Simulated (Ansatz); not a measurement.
Cartesian coordinates in Å:
```
Cl -0.1464 3.3933 -1.4878
Si -0.3809 1.3805 -1.1872
Cl 0.1118 0.3801 -2.9074
C 0.7462 0.8465 0.1922
C 0.8840 -0.6623 0.3988
Ge -0.7631 -1.5925 0.9343
H -1.8162 1.1384 -0.9353
H 1.7232 1.2978 -0.0186
H 0.3779 1.3391 1.1006
H 1.6262 -0.8640 1.1760
H 1.2501 -1.1413 -0.5129
H -0.4362 -3.0437 1.3215
H -1.7846 -1.5994 -0.2164
H -1.3919 -0.8726 2.1421
```

The species carries charge 0 and has multiplicity 1.

Question: List the ωB97M-V/def2-TZVPP orbital energies in eV (Ansatz). (Best estimate.)

Answer: Ansatz gave: Occupied: -10866.42, -2772.07, -2772.05, -1808.75, -1362.28, -1210.00, -1210.00, -1210.00, -281.86, -281.80, -262.47, -262.46, -199.94, -199.93, -199.83, -199.82, -199.81, -199.80, -174.05, -149.65, -123.30, -123.30, -123.28, -103.82, -103.77, -103.70, -36.11, -36.11, -36.09, -36.03, -36.03, -26.42, -25.69, -24.44, -20.71, -18.08, -17.24, -15.39, -14.99, -14.01, -13.54, -13.31, -12.73, -11.94, -11.83, -11.80, -11.72, -11.48, -11.11, -10.59. Lowest empty: 1.88, 2.24, 2.63, 2.78, 3.12, 3.23, 3.50, 3.71.
